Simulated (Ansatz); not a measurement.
Consider the ligand exchange at the Si–O bond: `O[SiH2]OBF` + `N[SiH2][SiH3]` → `O[SiH2]N[SiH2][SiH3]` + `OBF`.

Gas-phase electronic energies from Ansatz, PBE0-D4/def2-TZVP geometries. CCSD(T)/CBS is the MP2 limit (def2-TZVPP, def2-QZVPP) plus CCSD(T) − MP2 in def2-TZVPP, frozen cores. This one scheme is used for every species. DFT in def2-TZVPP. B3LYP here is the variant with VWN-RPA as its local correlation; programs differ in this. Each species was taken in one conformer, which may not be the lowest.

`O[SiH2]OBF`:

Cartesian coordinates in Å:
```
O 1.738 -0.400 -0.393
Si 0.732 -0.110 0.863
O -0.774 0.356 0.385
B -1.468 0.498 -0.754
F -2.705 0.966 -0.681
H 1.644 -1.214 -0.890
H 0.539 -1.324 1.690
H 1.324 1.012 1.612
H -1.030 0.216 -1.832
```

`N[SiH2][SiH3]`:

Cartesian coordinates in Å:
```
N -1.598 -0.450 -0.669
Si -0.451 0.737 -0.169
Si 1.427 -0.357 0.701
H -1.303 -1.206 -1.266
H -2.540 -0.169 -0.891
H -1.103 1.574 0.875
H 0.013 1.678 -1.237
H 1.958 -1.330 -0.295
H 1.094 -1.102 1.945
H 2.502 0.627 1.005
```

`O[SiH2]N[SiH2][SiH3]`:

```xyz
14

O     2.519   -0.979    0.915
Si    0.951   -0.770    1.364
N    -0.205   -1.348    0.234
Si   -1.196   -0.452   -0.871
Si   -0.694    1.835   -0.798
H     2.816   -0.540    0.117
H     0.640    0.674    1.537
H     0.856   -1.521    2.635
H    -0.287   -2.354    0.167
H    -0.978   -0.930   -2.268
H    -2.647   -0.645   -0.587
H     0.766    2.067   -0.982
H    -1.126    2.479    0.469
H    -1.414    2.484   -1.929
```

`OBF`:

Z-matrix (Å, degrees):
```
B
O 1 1.344
F 1 1.332 2 120.3
H 1 1.192 2 120.1 3 -180.0
H 2 0.963 1 113.4 3 -0.0
```

| level | ΔE (kJ/mol) | difference from CCSD(T)/CBS |
| --- | --- | --- |
| PBE-D4 | 19.8 | -6.9 |
| B3LYP-D4 | 28.2 | 1.5 |
| ωB97X-V | 28.0 | 1.3 |
| r2SCAN | 29.8 | 3.1 |
| B3LYP | 37.4 | 10.7 |
| HF/def2-TZVPP | 47.0 | 20.3 |
| CCSD(T)/def2-TZVPP | 26.3 | -0.4 |
| HF/def2-QZVPP | 48.1 | 21.4 |
| HF/CBS(def2) | 48.2 | 21.5 |
| MP2/CBS(def2) | 26.1 | -0.6 |
| CCSD(T)/CBS | 26.7 | 0 |

Largest T1 diagnostic among the species: 0.013.

In def2-TZVPP, CCSD(T) changes the Hartree–Fock value by −20.6 kJ/mol (the triples alone add −3.3 kJ/mol) and MP2 by −21.2 kJ/mol. The D4 term adds −9.2 kJ/mol with B3LYP and −5.3 kJ/mol with PBE0; it sums over pairs of atoms, weighted by their polarisabilities, and B3LYP, whose exchange is more repulsive, gets the larger term.
